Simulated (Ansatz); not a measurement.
Ti(OH)2Cl2 (TiCl₂O₂H₂). Total charge 0; singlet. Geometry r2SCAN-D4/def2-SVP, basis def2-TZVP, Ansatz.

Cartesian coordinates in Å:
```
Ti 0.182 -0.284 -0.173
O -1.285 0.208 0.654
H -2.137 -0.137 0.950
O 1.274 1.101 -0.249
H 1.181 2.007 0.074
Cl -0.333 -0.962 -2.207
Cl 1.118 -1.934 0.951
```

```csv
run,HOMO (eV),LUMO (eV)
A,-7.69,-3.85
B,-11.67,-0.59
C,-8.43,-3.25
D,-10.27,-1.67
E,-8.94,-2.74
F,-8.54,-3.12
```

LC-ωPBE has ω = 0.4 bohr⁻¹. HSE06 is defined as in plane-wave codes, on full-range PBE exchange.

Task: The runs used CAM-B3LYP, HSE06, LC-ωPBE, LDA (SPW92), PBE0, r2SCANh. Estimate which is which.

Result: A LDA (SPW92) (0 % exact exchange); B LC-ωPBE (range-separated); C r2SCANh (10 % exact exchange); D CAM-B3LYP (range-separated); E PBE0 (25 % exact exchange); F HSE06 (range-separated). Exact exchange lowers occupied and raises empty levels; among semilocal functionals meta-GGAs tend to open the gap a little, and such runs are hard to tell apart. The gap grows from 3.84 eV (LDA (SPW92)) to 11.08 eV (LC-ωPBE).
